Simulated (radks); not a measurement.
Results of a calculation; reference values are marked as such.
Excited configurations of the gold ion Au3+: one electron is placed in a higher orbital outside [Xe] 4f14 5d7. The ground configuration is [Xe] 4f14 5d8. Code: a radial shooting solver on a logarithmic mesh with Libxc functionals. Model: Dirac Kohn-Sham, PBEsol, spin-unpolarised, spherical densities, finite nucleus; open shells fill j = l - 1/2 first; Fermi nuclear charge, rms radius 5.4371 fm. Excitation = E - E(ground); binding = E(ion) - E, where the ion is the core of charge +4; n* = 4/sqrt(2 binding) in atomic units, and the quantum defect is n - n*.

| outer orbital | excitation (eV) | binding (eV) | n* | <r> (bohr) |
|---|---|---|---|---|
| 5f5/2 | 31.699 | 15.108 | 3.796 | 3.662 |
| 6s1/2 | 7.247 | 39.560 | 2.346 | 2.234 |
| 6p1/2 | 15.694 | 31.113 | 2.645 | 2.562 |
| 6d3/2 | 28.195 | 18.612 | 3.420 | 3.797 |
| 7p1/2 | 30.774 | 16.033 | 3.685 | 5.022 |
| 7d3/2 | 35.573 | 11.234 | 4.402 | 6.749 |
| 7f5/2 | 39.840 | 6.967 | 5.590 | 10.39 |

The Delta-SCF ionisation energy is 46.807 eV (NIST Atomic Spectra Database: 45 eV, theoretical). Self-interaction in the functional shifts the binding energies and quantum defects, so they are the method's values and not measured ones. Spin polarisation and multiplet splitting are left out, so open shells lie too high by an amount that depends on their filling.

Beside tabulated values, note that spin-unpolarised runs miss the spin-polarisation part of the exchange energy of open shells.
